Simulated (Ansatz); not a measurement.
`F[Si]1(F)CO1` + H₂O → `O[Si]1(F)CO1` + H–F at 700 K and 1 bar (formal hydrolysis of the Si–F bond).

Calculated with Ansatz (gas phase, PBE0-D4/def2-TZVP geometries, no zero-point term in ΔE). CCSD(T)/CBS adds triple-zeta CCSD(T) − MP2 to the extrapolated MP2 energy (def2 sets, frozen cores). This one scheme is used for every species. Each species was taken in one conformer, which may not be the lowest.

```csv
species,CCSD(T)/CBS energy (Eh),H − E (kJ/mol),S (J/(mol·K))
`F[Si]1(F)CO1`,-603.20958,155.1,390.5
H₂O,-76.37941,80.5,218.4
`O[Si]1(F)CO1`,-579.18241,191.5,408.1
H–F,-100.39570,45.2,198.5
```

H − E and S are ideal-gas, rigid-rotor, harmonic terms from PBE0-D4/def2-TZVP, for one conformer and one mirror image of each species. 1 Eh = 2625.50 kJ/mol, R = 8.31446 J/(mol·K).

Problem. By hand: ΔE, ΔH, ΔS and ΔG.

Solution. ΔE = (-579.18241) + (-100.39570) − (-603.20958) − (-76.37941) = 0.01088 Eh = 28.6 kJ/mol. Δ(H − E) = 191.5 + 45.2 − 155.1 − 80.5 = 1.1, so ΔH = 29.7 kJ/mol. ΔS = 408.1 + 198.5 − 390.5 − 218.4 = -2.3 J/(mol·K). ΔG = 29.7 − 700 × (-2.3)/1000 = 31.3 kJ/mol.

Problem. By hand: the equilibrium constant, and the temperature at which ΔG would vanish if ΔH and ΔS stayed fixed.

Solution. log₁₀ K = −ΔG/(RT ln 10) = -2.3. ΔH and −TΔS have one sign here, so there is no such temperature.

The number of gas molecules stays the same, so ΔS is small and ΔH decides. A doubt of 5 kJ/mol in ΔE shifts log₁₀ K by 0.4 here. Other conformers and mirror images would add mixing entropy, several J/(mol·K) or more a flexible species. These are equilibria of isolated gas molecules and say nothing of rates. Largest T1 diagnostic: 0.013 (customary marks: 0.02 for closed shells, 0.045 for open ones).

ΔS is within the doubt of such terms, so its sign, and with it that verdict, could turn.
